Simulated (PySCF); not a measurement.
Atoms are numbered as in `[CH:1]#[C:2][Si@:3]1([CH3:4])[CH2:5][C@@H:6]([N:7]=[CH2:8])[CH2:9]1`. Hydrogens are named by the atom that carries them. Ha(C8) is cis to C6; Ha(C5), Ha(C9) are cis to N7 on the ring; Hb(C8) is trans to C6; Hb(C5), Hb(C9) are trans to N7 on the ring.

Theory: shieldings: GIAO PBE0/pcSseg-1, geometry: GFN2-xTB, in PySCF 2.14 (a single conformation, averaged over atoms made equivalent by symmetry, fast rotation or ring inversion, gas phase, no relativistic terms).

Shifts are taken against calculated references (same method and geometry level): ¹³C (σ = 186.93 ppm) against TMS.

Do the ¹³C shifts follow the atomic charges (in e)? Tabulate both.

Results:


```tsv
atoms	hybridisation	δ (ppm)	σ para (ppm)	Hirshfeld	IAO	Mulliken	ESP-fitted
C8	sp2	149.8	-217	-0.00	-0.13	+0.00	+0.16
C1	sp	103.8	-178	-0.09	-0.20	-0.22	-0.27
C2	sp	92.6	-165	-0.16	-0.32	-0.17	-0.34
C6	sp3	64.5	-131	+0.01	+0.01	-0.13	+0.81
C5/C9	sp3	29.7	-97	-0.17	-0.55	-0.45	-0.75
C4	sp3	1.2	-67	-0.21	-0.72	-0.62	-0.70
```

Correlation coefficients of δ with charge over these carbons: Hirshfeld +0.67, IAO +0.74, Mulliken +0.92, ESP-fitted +0.47; with the paramagnetic shielding -1.00. With so few points, grouped by hybridisation, these coefficients are fragile. Charge is one influence among several: hybridisation and low-lying excitations act through the paramagnetic term.

Shifts are as computed. Against solution values, carbons near 30 ppm lie about +3 ppm off and those near 130 ppm about +5 ppm. Of 1211 compounds with measured shifts, 218 miss one by over three times the rms of a fit or turn the order of signals round; such compounds aren't used in these exercises.
